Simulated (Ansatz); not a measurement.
Abridged output of a molecular run in Ansatz:

```
Functional definition: HF
1385 factors; integrals over basis functions are off by at most 9.3e-4 eV
mean field evaluation 1: about -64946.6036 eV, gradient 3.3e1 eV
mean field evaluation 2: about -64946.7700 eV, gradient 3.3e1 eV
mean field evaluation 4: about -64949.9843 eV, gradient 3.7e0 eV
mean field evaluation 8: about -64950.0441 eV, gradient 3.6e-1 eV
mean field -64950.04479793 eV, -2386.8701216023 hartree, gradient 4.1e-6 eV, S^2 0.000000; 0 other end points of the search recorded, 0 dependent functions left out
16 core orbitals not correlated: weight in the atoms' cores, before any rotation towards them, 1.000 or more for the frozen orbitals, at most 0.000 for the correlated occupied ones
reference -64950.04479793 eV, -2386.8701216023 hartree; 16, 16 occupied and 204, 204 virtual orbitals, 1385 factors
second order -19.09648320 eV of doubles, -0.00000000 eV of singles
cycle   1  -19.43583942 eV  change   -3.4e-1 eV  update   1.1e-1
cycle   2  -20.06719580 eV  change   -6.3e-1 eV  update   3.3e-2
cycle   3  -20.16999883 eV  change   -1.0e-1 eV  update   1.7e-2
cycle   4  -20.16164423 eV  change    8.4e-3 eV  update   4.5e-3
cycle   5  -20.15956282 eV  change    2.1e-3 eV  update   2.0e-3
cycle   6  -20.15945760 eV  change    1.1e-4 eV  update   6.4e-4
cycle   7  -20.15930516 eV  change    1.5e-4 eV  update   2.4e-4
cycle   8  -20.15935752 eV  change   -5.2e-5 eV  update   8.3e-5
cycle   9  -20.15938462 eV  change   -2.7e-5 eV  update   3.2e-5
perturbative correction -0.90854343 eV, -0.0333883552 hartree
Total energy: -64971.11272598 eV, -2387.6443536777 hartree
```

Its atoms:

```xyz
10

S    -0.6258    1.2933    1.1762
B     0.8303    0.6534    0.2053
C     0.9832   -0.8259    0.2224
Ga   -0.9746   -0.6704   -0.5545
H    -0.8000    2.4452    0.5088
H     1.3422    1.4090   -0.5610
H     1.7424   -1.2882   -0.4017
H     0.7259   -1.4240    1.0953
H    -1.2828    0.0150   -1.9238
H    -1.9408   -1.6074    0.2329
```

Question: Which basis set was used?
A. cc-pV(Q+d)Z
B. def2-SVPD
C. def2-SVP
D. def2-TZVPP

Answer: D. It gives 236 functions.

Question: Write the keys of the input that set method, charge and spin (a neutral closed shell needs none for the last two).

Answer: 
```yaml
correlation: {method: ccsd_t}
```
